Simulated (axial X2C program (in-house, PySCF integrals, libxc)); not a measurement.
## Low determinants of GeS⁻ at the PBE0 level, 2c

Calculated with an axial X2C code built on PySCF integrals. Two-component (2c) means X2C with spin–orbit coupling and atomic mean-field two-electron Coulomb and Gaunt terms. Basis: Ge dyall-acv3z [10s10p8d5f1g], S dyall-av3z [9s8p3d2f] (cores contracted in-house); Gaussian nuclei, density fitting, unrestricted open shells. Masses: Ge 73.921 u, S 31.972 u.

Search at 2.116 Å (vertical energies from the lowest determinant):

| ΔE (eV) | state | electrons beyond evenly filled partner blocks | electrons in ±ω = 1/2, 3/2, 5/2, 7/2 |
| --- | --- | --- | --- |
| 0.00 | Ω = 1/2 | ω = 1/2 | 35 12 2 0 |
| 0.08 | Ω = 3/2 | ω = 3/2 | 34 13 2 0 |
| 2.71 | Ω = 5/2 | ω = -1/2, 2 × ω = 3/2 | 35 12 2 0 |
| 2.76 | Ω = 1/2 | 2 × ω = -1/2, ω = 3/2 | 34 13 2 0 |
| 3.38 | Ω = 3/2 | ω = 3/2 | 36 11 2 0 |
| 3.46 | Ω = 7/2 | ω = 1/2, 2 × ω = 3/2 | 35 12 2 0 |
| 3.51 | Ω = 5/2 | 2 × ω = 1/2, ω = 3/2 | 34 13 2 0 |

Lowest determinant, Ω = 1/2 (⟨Sz⟩ = -0.50, ⟨Lz⟩ = 1.00 at PBE0): Re = 2.113 Å, ωe = 473.5 cm⁻¹.

The determinant in row 2 of the search, Ω = 3/2 (⟨Sz⟩ = 0.50, ⟨Lz⟩ = 1.00 at PBE0), was followed along the bond at PBE0; measured from the minimum of the lowest determinant it gives:

Te = 0.080 eV (648 cm⁻¹), Re = 2.110 Å, ωe = 474.7 cm⁻¹.

**Question.** Compare the bond of the determinant in row 2 with that of the lowest one.

**Answer.** At PBE0 its Re is 0.003 Å shorter and its force constant, which goes as ωe², is 1.01 times that of the lowest determinant. T0 ≈ Te + Δωe/2 = 648 + (1) = 649 cm⁻¹.

The search compares states at one distance, so a state with another bond length can lie lower; it is not exhaustive and yields mostly the lowest determinant of each block pattern, so other components and higher states of one pattern are missing. These are energies of single determinants, not of spin-adapted states; PBE0 term energies can be off by some tenths of an eV, and the functional has no current term. For an anion, determinants above electron detachment are held by the basis set. The highest occupied level of some functionals is positive through self-interaction error; at Hartree–Fock it is bound. Row 1 has a positive highest level at its minimum. Row 2 has a positive highest level at its minimum.
